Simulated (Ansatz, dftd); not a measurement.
Reaction: CH4BCl (SMILES ClBC) → CH4B (SMILES [BH]C, doublet) + Cl (doublet) (the B-Cl bond breaks)
Each species at its own B3LYP-D3(BJ)/def2-TZVP minimum (Ansatz, a quantum-chemistry and plane-wave program).

Wanted: bond dissociation energy (electronic), in kJ/mol. UHF or UKS for unpaired electrons; spin-orbit terms are left out. Correlated methods leave the cores frozen. Rows without X2C or -DK are non-relativistic. CBS(X,Y): correlation extrapolated as X^-3, Hartree-Fock from the larger set. A bracket is a step between two methods taken in the basis named. Functionals run without relativity, which enters their misses. Double hybrids freeze cores in their MP2 part. 'core' is core correlation in cc-pwCVTZ (1s frozen past Ne), 'X2C' scalar relativity in cc-pVTZ-DK, both at CCSD(T).

Compared with CCSD(T)/CBS(cc-pV(T+d)Z,cc-pV(Q+d)Z) + [CCSDT(Q) - CCSD(T)]/cc-pV(D+d)Z + core + X2C (Ansatz): 539.5 kJ/mol.

Costs are rough ratios of core time, to one figure, on one kind of shared machine, summed over the single points of the molecules; atoms, geometries and frequencies are left out. The first row took roughly 9 core seconds; short runs hold start-up time.

```csv
level,program,cost relative to the first row,difference (kJ/mol)
PBE0-D4/def2-TZVPD,Ansatz + dftd4,1,-8.6
PBE0/def2-TZVPD,Ansatz,1,-12.2
CAM-B3LYP-D3(BJ)/def2-TZVPD,Ansatz + dftd3,1,-18.1
B2PLYP/def2-TZVPD,Ansatz,2,-17.0
wB97X-V/def2-TZVPD,Ansatz,3,-3.2
wB97M-V/def2-TZVPD,Ansatz,3,3.4
CCSDT(Q)/cc-pV(D+d)Z,Ansatz,30,-33.1
```

The dearest row costs roughly 30 times the first. Costs within a factor of two don't rank. The table holds for this case alone.
